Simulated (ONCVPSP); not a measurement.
# molybdenum: one change to an ONCV potential, before and after

- Element: Mo
- Generator: ONCVPSP 4.0.1
- Type: optimised norm-conserving Vanderbilt (ONCV)
- Functional: LDA (Perdew-Wang 92)
- Relativity: scalar-relativistic
- Frozen core: [Ar] 3d10
- Valence charge: 14
- Reference configuration: 4s2 4p6 4d3 (charge +3)
- Partial waves: 4s: rc 1.80 bohr, ncon 4, nbas 7, qcut 6.5 1/bohr, 1 projector; 4p: rc 1.75 bohr, ncon 3, nbas 7, qcut 6.1 1/bohr, 2 projectors, debl 0.7 Ha; 4d: rc 2.10 bohr, ncon 4, nbas 9, qcut 7.7 1/bohr, 2 projectors, debl 1.8 Ha
- Local potential: polynomial inside 1.55 bohr (lpopt 5, dvloc0 -1 Ha)
- Core correction: Teter function, fcfact 2.75, rcfact 1.3

In the p channel the program set the typed energies aside and used -2.578, 0.250 Ha.

All-electron outer shells of the reference configuration (LDA (PZ), scalar-relativistic, ld1.x):

```csv
shell,level (eV),outermost node (bohr),outermost maximum (bohr)
4s,-96.38,0.51,0.99
4p,-70.13,0.52,1.06
4d,-33.11,0.52,1.32
```

Change: d: qcut 11.6.

Cutoffs: the cutoffs (Ha) at which the residual kinetic energy of the hardest occupied pseudo-wave falls to 1 and 0.1 mHa per electron; they do not see the model core or the augmentation charge, which bear on the density cutoff. Errors are all-electron minus pseudo energies relative to the spin-unpolarised reference configuration.

Question: How do hardness, ghosts and transferability respond?

Answer: The potential gets harder (19 Ha and 22 Ha → 36 Ha and 44 Ha); the lowest positive-energy flag moves from none to d at 8.0 eV; of the 4 tests that both files solve, the error grows in 0 and shrinks in 1 by more than 15 % and 0.3 meV (median size 355.7 → 354.2 meV); the range in which the d phases agree narrows (upper end at the end of the scan → 0.2); neither file shows a bound ghost. The waves are optimised to have the least kinetic energy above qcut, so the cutoff follows it (qcut²/2 in Ha).

```csv
quantity,base,changed
"cutoff, loose",19 Ha,36 Ha
"cutoff, tight",22 Ha,44 Ha
loose cutoff by channel,"s 15 Ha, p 12 Ha, d 19 Ha","s 15 Ha, p 12 Ha, d 36 Ha"
bound ghosts,none,none
GHOST(+) flags under 300 eV,none,d at 8.0 eV
"error for 4s2 4p6 4d5 5s1, meV [ΔE -49.84 eV]",+694,+694
"error for 4s2 4p6 4d5, meV [ΔE -42.66 eV]",+17,+15
"error for 4s2 4p6 4d4, meV [ΔE -26.96 eV]",+8.7,+4.8
"error for 4s2 4p6 4d4 5s2, meV [ΔE -49.70 eV]",+1627,+1630
s: phases at 1.83 bohr within 0.05 rad from the reference energy up to (Ha; the scan ends near 5),-1.9,-1.9
p: phases at 1.77 bohr within 0.05 rad from the reference energy up to (Ha; the scan ends near 5),to the end of the scan,to the end of the scan
d: phases at 2.13 bohr within 0.05 rad from the reference energy up to (Ha; the scan ends near 5),to the end of the scan,0.2
"rms error of d²Exc/dni dnj with the model core, mHa",1.54,1.54
```
